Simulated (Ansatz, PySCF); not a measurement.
CuF, SMILES [F][Cu], multiplicity 1. Atoms are numbered in the order given.

```xyz
2

Cu     0.0000     0.0000    -0.4310
F      0.0000     0.0000     1.3335
```
Charge 0, spin multiplicity 1.

The structure is a stationary point at PBE0-D3(BJ)/def2-TZVPD. The multiplicity is an assumed one; other spin states were not compared.

Two levels are set side by side: PBE-D3(BJ)/def2-TZVPD (Ansatz, an electronic-structure program) and PBE0-D3(BJ)/def2-TZVPD (Ansatz). Each level has its own optimised geometry; the coordinates shown are those of the second. Frequencies come from the Hessian of PySCF at each geometry. Differences are taken from unrounded values.

```tsv
quantity	PBE0-D3(BJ)
bond Cu1–F2 (Å)	1.764
highest harmonic wavenumber (cm⁻¹)	593
mean harmonic wavenumber (cm⁻¹)	593
zero-point energy (kcal/mol)	0.85
```

Task: What does PBE-D3(BJ) give, and how far is it from PBE0-D3(BJ)? (An estimate is asked for; the answer gives what the named calculation found.)

Result: 
```
quantity                            PBE-D3(BJ)  PBE-D3(BJ) minus PBE0-D3(BJ)
----------------------------------  ----------  ----------------------------
bond Cu1–F2 (Å)                          1.761                        -0.003
highest harmonic wavenumber (cm⁻¹)         592                            -1
mean harmonic wavenumber (cm⁻¹)            592                            -1
zero-point energy (kcal/mol)              0.85                          0.00
```

On these quantities the two levels nearly agree.
